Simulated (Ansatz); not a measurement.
Input for Ansatz (a first-principles code): R-CCSD(T)/cc-pV(T+d)Z on H2 (SMILES [H][H]). The basis file is the Basis Set Exchange's JSON of that set.

Ansatz 0.2 input:
```yaml
crystal:
  periodic: [false, false, false]
  atoms:
    - {symbol: H, position_ang: [0.00000000, -0.00000000, 0.38043305]}
    - {symbol: H, position_ang: [-0.00000000, 0.00000000, -0.38043305]}
basis:
  gaussian:
    orbitals: cc-pV_T+d_Z.json
magnetization: {spin_polarized: false}
correlation: {method: ccsd_t, electrons: outside_noble_gas}
scf: {lower_state_search: off}
```

It printed:

```
WARN ansatz: RAYON_NUM_THREADS=4 ignored (pool sized by the plan → 4); use --threads N
Functional definition: HF
these checks for a lower state are left out or cut short: stability, starts, cluster_reference, orbital_swaps, neighbouring_geometries, increment
integrals: 0.00 GiB planned
145 factors; integrals over basis functions are off by at most 7.5e-4 eV
mean field: 0.04 GiB planned
mean field evaluation 1: about -30.7408 eV, gradient 3.6e0 eV
mean field evaluation 2: about -30.7389 eV, gradient 3.6e0 eV
mean field evaluation 4: about -30.8175 eV, gradient 5.9e-2 eV
mean field evaluation 8: about -30.8173 eV, gradient 1.7e-7 eV
mean field -30.81731439 eV, -1.1325154152 hartree, gradient 4.5e-7 eV, S^2 0.000000; 0 other end points of the search recorded, 0 dependent functions left out
reference -30.81731439 eV, -1.1325154152 hartree; 1, 1 occupied and 27, 27 virtual orbitals, 145 factors
second order -0.86414519 eV of doubles, -0.00000000 eV of singles
coupled cluster: 0.05 GiB planned
cycle   1  -1.01005784 eV  change   -1.5e-1 eV  update   2.6e-2
cycle   2  -1.07665147 eV  change   -6.7e-2 eV  update   9.4e-3
cycle   3  -1.07791111 eV  change   -1.3e-3 eV  update   1.2e-3
cycle   4  -1.07787306 eV  change    3.8e-5 eV  update   1.4e-4
cycle   5  -1.07782272 eV  change    5.0e-5 eV  update   1.7e-5
cycle   6  -1.07783024 eV  change   -7.5e-6 eV  update   2.8e-6
cycle   7  -1.07782967 eV  change    5.7e-7 eV  update   4.4e-7
perturbative correction 0.00000000 eV, 0.0000000000 hartree
Total energy: -31.89514407 eV, -1.1721249251 hartree
Checks for a lower state left out: stability, starts, cluster_reference, orbital_swaps, neighbouring_geometries, increment
```

The calculation finished and met its thresholds.

Cost: about 0.4 core-seconds (a rough figure).
